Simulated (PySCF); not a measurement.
An unknown gives this computed stick spectrum. Theory: PySCF 2.14.0, density-fitted response routines, TDDFT CAM-B3LYP/def2-SVPD, vertical, gas phase, core orbitals frozen in the response. Geometries: GFN2-xTB, one conformer each.

```json
{"state": "S1", "λ (nm)": "345.7", "f": "0.0005"}
{"state": "S2", "λ (nm)": "225.3", "f": "0.0008"}
{"state": "S3", "λ (nm)": "206.5", "f": "0.358"}
{"state": "S4", "λ (nm)": "182.1", "f": "0.0000"}
{"state": "S5", "λ (nm)": "179.7", "f": "0.0002"}
{"state": "S6", "λ (nm)": "171.2", "f": "0.024"}
{"state": "S7", "λ (nm)": "163.2", "f": "0.0002"}
{"state": "S8", "λ (nm)": "160.3", "f": "0.0025"}
```

Orbital energies (eV): HOMO-3 -11.39, HOMO-2 -11.04, HOMO-1 -10.18, HOMO -9.41, LUMO -1.51, LUMO+1 0.91, LUMO+2 1.28.

**Question.** Which candidate is it?
A. `C(/C=C(/[SiH3])C=O)(F)F`
B. `C(F)([C@@H]1[C@@H]2C[C@H]12)=C(F)F`
C. `O([SiH2]O[SiH2]C=O)[SiH3]`

**Answer.** A. Its S1 lies at 3.59 eV; the nearest of the others has S1 at 3.18 eV. S1 is HOMO→LUMO (91%). Löwdin shares by element: HOMO oxygen 53%, carbon 26% or more, hydrogen 8% or more; LUMO carbon 62% or more, oxygen 20% (atoms not listed hold the other 18%). At the same level the other candidates give, for their lowest levels:
- `FC(F)=C(F)[C@@H]1[C@@H]2C[C@@H]21`: 190 nm (f 0.005); 176 nm (f 0.015); 170 nm (f 0.093); 164 nm (f 0.163); 161 nm (f 0.016); T1 4.41 eV; HOMO -8.68, LUMO 1.19 eV
- `O=C[SiH2]O[SiH2]O[SiH3]`: 390 nm (f 0.000); 200 nm (f 0.016); 184 nm (f 0.010); 177 nm (f 0.019); 168 nm (f 0.087); T1 2.49 eV; HOMO -8.49, LUMO -0.49 eV

Conformer computed: `[O:1]=[CH:2]/[C:3]([SiH3:4])=[CH:5]\[CH:6]([F:7])[F:8]`: O1–C2–C3–Si4 0°, C3–C5–C6–F7 -59°.
Triplets come from the Tamm–Dancoff approximation.
